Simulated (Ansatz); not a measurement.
One change: `[SiH3][N]([SiH3])[Cu]` becomes `[MgH][N]([SiH3])[SiH3]`.

Ansatz, PBE0-D4/def2-TZVP geometries, multiplicity 1. 

Scalar relativity is left out up to krypton.

```tsv
property	`[SiH3][N]([SiH3])[Cu]`
HOMO–LUMO gap (PBE0/def2-TZVPP) / eV	3.74
HOMO–LUMO gap (ωB97M-V/def2-TZVPP) / eV	7.55
LUMO energy (PBE0/def2-TZVPP) / eV	-2.84
size of the dipole moment (ωB97M-V/def2-TZVPP) / D	4.96
HOMO energy (B3LYP/def2-TZVPP) / eV	-6.43
size of the dipole moment (B3LYP/def2-TZVPP) / D	4.41
```

(1) What does the change do to each property? (Best estimate.)

## Answers

(1) Ansatz gave: 
| property | `[MgH][N]([SiH3])[SiH3]` | shift |
| --- | --- | --- |
| HOMO–LUMO gap (PBE0/def2-TZVPP) / eV | 6.32 | 2.58 |
| HOMO–LUMO gap (ωB97M-V/def2-TZVPP) / eV | 10.03 | 2.48 |
| LUMO energy (PBE0/def2-TZVPP) / eV | -1.04 | 1.80 |
| size of the dipole moment (ωB97M-V/def2-TZVPP) / D | 0.62 | -4.34 |
| HOMO energy (B3LYP/def2-TZVPP) / eV | -7.14 | -0.71 |
| size of the dipole moment (B3LYP/def2-TZVPP) / D | 0.66 | -3.75 |

With PBE0 the HOMO falls by 0.78 eV and the LUMO rises by 1.80 eV, so the gap widens by about 2.58 eV. PBE moves the HOMO by -0.74 eV and ωB97M-V by -0.79 eV. Dipoles are sizes alone; their direction can turn.

B3LYP here is the variant with VWN-RPA as its local correlation; programs differ in this.
